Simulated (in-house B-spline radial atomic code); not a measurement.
Values are calculated unless marked as measured or tabulated.
Two electrons in Ge: a Gaussian well −V exp(−r²/w²) with V = 104 meV and w = 20.9 nm

For Ge the NSM archive of the Ioffe Institute lists m_l = 1.6 m0, m_t = 0.08 m0 and ε = 16.2; the model takes one isotropic valley with the conductivity mass 3/(1/m_l + 2/m_t) = 0.117 m0, and so misses anisotropy and the other valleys. All triplets below are those of one valley; with several valleys two electrons can form a triplet in the 1s orbital itself, at an energy set by the valley splitting.

Effective-mass model with parabolic bands, a uniform dielectric constant, no image charges, no central-cell or spin-orbit terms. Two-electron levels come from full CI in B-splines with partial waves to l = 5 (up to 0.001 effective hartree above the limit).

(1) What are the effective units, and what is the potential in them?

In these units the lowest s and p orbitals lie at -6.5348 and -5.2410, and their Coulomb and exchange integrals are J_ss = 0.9124, J_sp = 0.7459 and K_sp = 0.146. Full CI gives -12.2280 for the ground singlet, -11.1938 for the sp triplet, -10.9547 for the sp singlet and -10.0927 for the lowest triplet of two s orbitals.

(2) What does it cost to add the second electron, to first order and exactly?

(3) How far above the singlet do the triplets lie?

## Answers

(1) Ha* = 27211.386 meV × 0.117/16.2² = 12.13 meV and a* = 0.0529177 nm × 16.2/0.117 = 7.327 nm. V = 8.6 Ha* and w = 2.85 a*.

(2) To first order E = 2ε_s + J_ss = -12.1572, so the charging energy E(2) − 2E(1) is J_ss = 11.07 meV. CI gives -12.2280 − 2 × (-6.5348) = 0.8416, or 10.21 meV: relaxation and correlation lower it by 0.8582 meV, 7.8 % of J_ss. The s² configuration of one-electron orbitals holds 97.8 % of the state, and the mean radius is 7.72 nm. The second electron is bound by ε_s − E = 69.07 meV, against 79.28 meV for the first.

(3) To first order the sp triplet lies at ε_s + ε_p + J_sp − K_sp = -11.1759, which is 11.9 meV above 2ε_s + J_ss. CI gives -11.1938 − (-12.2280) = 1.0341, or 12.55 meV, 80 % of the orbital spacing of 15.7 meV. The ss triplet lies 25.9 meV up, so the lower of the two is the sp one, and its gap equals k_BT at 146 K. The sp singlet-triplet splitting is 2.901 meV, against 2K_sp = 3.542 meV.
